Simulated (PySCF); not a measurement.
A PySCF script (with the pyscf-properties extension) for the NMR shieldings of `C/C(F)=C\C(=O)N(C)C`, C6H10FNO, on a GFN2-xTB geometry:

```python
import basis_set_exchange as bse
import numpy as np
from pyscf import gto, dft
from pyscf.prop import nmr

atoms = """
C     2.837283   -0.500469   -0.943005
C     2.163253    0.616879   -0.244259
F     3.029167    1.570979    0.182092
C     0.874927    0.792267    0.038098
C    -0.192621   -0.141082   -0.383380
O    -0.076417   -0.898340   -1.335659
N    -1.335762   -0.090160    0.346598
C    -2.472530   -0.877402   -0.071450
C    -1.505559    0.699090    1.543927
H     3.532234   -0.995762   -0.264676
H     2.094644   -1.202426   -1.307306
H     3.411753   -0.107304   -1.781085
H     0.586674    1.689811    0.562153
H    -3.337454   -0.232613   -0.241772
H    -2.208113   -1.383118   -0.998005
H    -2.725203   -1.623754    0.685340
H    -1.697631    1.751538    1.311848
H    -0.627809    0.629812    2.186619
H    -2.360639    0.311305    2.094731
"""
names = dict.fromkeys(["C", "F", "O", "N", "H"], "pcSseg-1")
basis = {el: gto.basis.parse(bse.get_basis(n, elements=[el], fmt="nwchem")) for el, n in names.items()}
mol = gto.M(atom=atoms, basis=basis, charge=0, verbose=0)
mf = dft.RKS(mol, xc="PBE0")
mf.grids.level = 2
mf.grids.alignment = dft.numint.BLKSIZE   # the property module wants whole blocks of grid points
mf.conv_tol = 1e-9
mf.kernel()

calc = nmr.RKS(mf)   # GIAO
C = mf.mo_coeff
Co = C[:, mf.mo_occ > 0]
resp = mf.gen_response(singlet=True, hermi=2)
def vind(x):   # induced exchange potential for any number of trial vectors
    d = np.einsum("pi,xij,qj->xpq", C, 2 * x.reshape(-1, C.shape[1], Co.shape[1]), Co, optimize=True)
    return np.einsum("xpq,pi,qj->xij", resp(d - d.transpose(0, 2, 1)), C, Co, optimize=True).ravel()
mo1, _ = nmr.rhf.solve_mo1(calc, with_cphf=vind)
sigma = calc.kernel(mo1)
for i, s in enumerate(sigma):   # ppm
    print("%2d %-2s %9.2f" % (i, mol.atom_pure_symbol(i), np.trace(s) / 3))
```

Task: Give the expected output.

Result: 
```
 0 C     169.31
 1 C       1.13
 2 F     236.92
 3 C      82.10
 4 C      18.52
 5 O     -53.23
 6 N     151.94
 7 C     151.77
 8 C     149.37
 9 H      29.97
10 H      27.44
11 H      29.79
12 H      25.91
13 H      29.35
14 H      26.76
15 H      29.41
16 H      28.53
17 H      28.45
18 H      29.03
```

These numbers come from an equivalent density-fitted implementation of the same equations, which agrees with the script to about 0.01 ppm for H and up to a few tenths of a ppm for heavy atoms, so last digits may differ.

Task: Turn these shieldings into chemical shifts. δ = σ(ref) − σ, references computed at the same level: 13C (σref 186.93), 1H (σref 31.72) against TMS; 19F (σref 170.95) against CFCl3; 17O (σref 336.08) vs H2O; NH3 for 15N (σref 267.73).

Result: Averaging equivalent atoms: C 1: 185.8; C 4: 168.4; C 3: 104.8; C 8: 37.6; C 7: 35.2; C 0: 17.6; F 2: -66.0; O 5: 389.3; N 6: 115.8; H 12: 5.80; H 13/14/15: 3.21; H 16/17/18: 3.05; H 9/10/11: 2.65 ppm. Unscaled 19F shifts against computed CFCl3 carry errors that often reach 10 to 50 ppm. Unscaled 17O shifts of doubly bonded oxygen tend to come out too high, by tens of ppm or more. Experimental scales use liquid or dissolved standards, which lie at an offset from isolated NH3 (liquid NH3: subtract about 20 ppm) and H2O (liquid H2O: subtract about 36 ppm).

Size and cost of the density-fitted run: 203 basis functions, 32 s wall time on 1 thread of an Arm Neoverse V1, shared host.
